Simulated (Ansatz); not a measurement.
`CC(=O)/C=C(\O)C(C)C` at its PBE0-D4/def2-TZVP geometry, where that method's forces vanish. Total charge 0; spin multiplicity 1.

| atom | x (Å) | y (Å) | z (Å) |
| --- | --- | --- | --- |
| C1 | -3.227 | 1.294 | -0.867 |
| C2 | -1.771 | 0.982 | -1.040 |
| O3 | -1.197 | 1.359 | -2.079 |
| C4 | -1.069 | 0.277 | -0.015 |
| C5 | 0.267 | 0.011 | -0.172 |
| O6 | 0.910 | 0.390 | -1.245 |
| C7 | 1.091 | -0.719 | 0.843 |
| C8 | 2.212 | 0.180 | 1.358 |
| C9 | 1.645 | -2.009 | 0.245 |
| H10 | -3.668 | 0.776 | -0.016 |
| H11 | -3.763 | 1.033 | -1.781 |
| H12 | -3.340 | 2.372 | -0.723 |
| H13 | -1.581 | -0.047 | 0.879 |
| H14 | 0.205 | 0.864 | -1.818 |
| H15 | 0.425 | -0.969 | 1.674 |
| H16 | 2.797 | -0.348 | 2.115 |
| H17 | 1.817 | 1.093 | 1.808 |
| H18 | 2.881 | 0.463 | 0.544 |
| H19 | 2.226 | -2.550 | 0.995 |
| H20 | 0.843 | -2.664 | -0.104 |
| H21 | 2.298 | -1.789 | -0.602 |

Task: For each bond, give half the difference of the two atoms' forces along it (eV/Å; positive pushes the atoms apart) under PBE-D4, r2SCAN-D4, B3LYP-D4, ωB97M-V in def2-TZVPP. (Best estimate.)

Result: Computed: 
```csv
bond,length (Å),PBE-D4,r2SCAN-D4,B3LYP-D4,ωB97M-V
C1–C2,1.499,-0.19,-0.03,0.05,0.13
C1–H10,1.090,0.09,-0.04,-0.06,-0.07
C2–O3,1.246,1.01,0.50,0.29,-0.03
C2–C4,1.428,-0.29,-0.18,-0.04,0.16
C4–C5,1.371,0.16,0.10,-0.04,-0.18
C4–H13,1.080,0.05,-0.06,-0.11,-0.12
C5–O6,1.308,0.52,0.28,0.30,0.23
C7–C8,1.527,0.02,0.11,0.17,0.11
C7–C9,1.527,0.02,0.11,0.17,0.11
C8–H16,1.092,0.09,-0.04,-0.08,-0.07
C8–H17,1.092,0.10,-0.03,-0.07,-0.06
C8–H18,1.091,0.11,-0.04,-0.07,-0.07
C9–H20,1.092,0.10,-0.03,-0.07,-0.06
C9–H21,1.091,0.11,-0.04,-0.07,-0.07
```

B3LYP here is the variant with VWN-RPA as its local correlation; programs differ in this.
